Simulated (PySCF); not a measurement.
Sb(OH)2(TeH) (H3O2SbTe), SMILES [OH][Sb]([OH])[TeH]. Atoms are numbered in the order given.

```xyz
7

Sb    -0.8100     0.3393     0.8736
O     -2.2644    -0.4872    -0.2492
H     -2.0904    -0.3284    -1.1995
O     -0.7224     2.2196     0.1587
H     -0.3676     2.1980    -0.7546
Te     1.2574    -0.6464    -0.8002
H      2.2766     0.5815    -0.2643
```

The structure is a stationary point at PBE-D3(BJ)/def2-SVP. The def2 effective core potentials stand for the cores of Sb, Te; spin–orbit coupling is left out. The values are those of a single conformer.

These are TDDFT-B3LYP/def2-SVPD run with PySCF values and carry that method's errors.

Vertical excitations. 

Computed excitation energies, oscillator strengths and character:
```json
[
 {"state": "S1", "energy (eV)": "3.41", "λ (nm)": "364", "f": "0.004", "main pairs": "HOMO→LUMO 97 %"},
 {"state": "S2", "energy (eV)": "4.15", "λ (nm)": "299", "f": "0.003", "main pairs": "HOMO→LUMO+1 97 %"},
 {"state": "S3", "energy (eV)": "4.59", "λ (nm)": "270", "f": "0.008", "main pairs": "HOMO→LUMO+2 63 %, HOMO−1→LUMO 20 %, HOMO→LUMO+3 15 %"},
 {"state": "S4", "energy (eV)": "4.68", "λ (nm)": "265", "f": "0.032", "main pairs": "HOMO→LUMO+3 83 %"},
 {"state": "S5", "energy (eV)": "5.03", "λ (nm)": "247", "f": "0.025", "main pairs": "HOMO−1→LUMO+1 74 %, HOMO−1→LUMO 11 %"},
 {"state": "S6", "energy (eV)": "5.30", "λ (nm)": "234", "f": "0.128", "main pairs": "HOMO−1→LUMO+2 32 %, HOMO−1→LUMO 26 %, HOMO−1→LUMO+1 22 %, HOMO→LUMO+2 10 %"},
 {"state": "S7", "energy (eV)": "5.54", "λ (nm)": "224", "f": "0.007", "main pairs": "HOMO−2→LUMO 87 %"},
 {"state": "S8", "energy (eV)": "5.69", "λ (nm)": "218", "f": "0.031", "main pairs": "HOMO−1→LUMO+3 67 %, HOMO−1→LUMO+2 19 %"},
 {"state": "S9", "energy (eV)": "5.84", "λ (nm)": "212", "f": "0.028", "main pairs": "HOMO−3→LUMO 66 %, HOMO−1→LUMO+2 14 %"},
 {"state": "S10", "energy (eV)": "5.95", "λ (nm)": "208", "f": "0.387", "main pairs": "HOMO→LUMO+4 33 %, HOMO−1→LUMO+3 21 %, HOMO−3→LUMO 20 %, HOMO−1→LUMO 11 %"},
 {"state": "T1", "energy (eV)": "3.03", "λ (nm)": "410", "f": "0", "main pairs": "HOMO→LUMO 97 %"},
 {"state": "T2", "energy (eV)": "3.70", "λ (nm)": "335", "f": "0", "main pairs": "HOMO−1→LUMO 94 %"},
 {"state": "T3", "energy (eV)": "3.91", "λ (nm)": "317", "f": "0", "main pairs": "HOMO→LUMO+1 82 %, HOMO→LUMO+3 13 %"},
 {"state": "T4", "energy (eV)": "4.33", "λ (nm)": "286", "f": "0", "main pairs": "HOMO→LUMO+3 79 %, HOMO→LUMO+1 13 %"}
]
```
Triplets are in the Tamm–Dancoff approximation, which puts them higher than full response would, so one can lie above its singlet here.
